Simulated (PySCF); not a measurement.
CH₈OSi₂, SMILES O(C[SiH3])[SiH3]. The structure is a stationary point at B3LYP-D3(BJ)/def2-SVP. One conformer was computed; it need not be the lowest.

Computed equilibrium geometry at B3LYP-D3(BJ)/def2-SVP (PySCF confirms it by a frequency run) as bond lengths and angles (one conformer of several):
Atoms: Si1 C2 O3 Si4 H5 H6 H7 H8 H9 H10 H11 H12. Bonded distances (Å): Si1–C2 1.907, Si1–H5 1.494, Si1–H6 1.490, Si1–H7 1.491, C2–O3 1.424, C2–H8 1.105, C2–H9 1.109, O3–Si4 1.668, Si4–H10 1.494, Si4–H11 1.484, Si4–H12 1.495. Angles (°): C2–Si1–H5 109.7, C2–Si1–H6 109.7, C2–Si1–H7 109.4, H5–Si1–H6 109.5, H5–Si1–H7 109.3, H6–Si1–H7 109.2, Si1–C2–O3 110.2, Si1–C2–H8 109.6, Si1–C2–H9 110.3, O3–C2–H8 108.4, O3–C2–H9 112.2, H8–C2–H9 106.0, C2–O3–Si4 124.6, O3–Si4–H10 111.6, O3–Si4–H11 106.4, O3–Si4–H12 110.4, H10–Si4–H11 110.0, H10–Si4–H12 108.0, H11–Si4–H12 110.5.
Charge 0, spin multiplicity 1.
